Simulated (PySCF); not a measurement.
**H (hydrogen, neutral) across methods**

1s1, 2S determinant. Computed with PySCF 2.14 in dyall-av3z (10s3p2d, 29 functions), with the spin-free X2C one-electron Hamiltonian (Gaussian nucleus).

| method | E (hartree) | mean ε 1s α (eV) | Σ⟨r²⟩ (bohr²) | ⟨S²⟩ |
| --- | --- | --- | --- | --- |
| PBE0 | -0.5013 | -9.130 | 3.157 | 0.750 |
| r2SCAN | -0.5002 | -8.026 | 3.105 | 0.750 |
| BHandHLYP | -0.4988 | -10.473 | 3.103 | 0.750 |
| PBE | -0.5000 | -7.595 | 3.238 | 0.750 |
| PW91 | -0.5016 | -7.653 | 3.234 | 0.750 |
| LDA | -0.4787 | -7.319 | 3.387 | 0.750 |
| wB97X-V | -0.5008 | -11.683 | 3.200 | 0.750 |
| TPSS | -0.5002 | -7.777 | 3.128 | 0.750 |
| UHF | -0.50000 | -13.606 | 3.000 | 0.750 |

For one electron the Hartree and exchange-correlation energies should cancel; what remains is the self-interaction error.
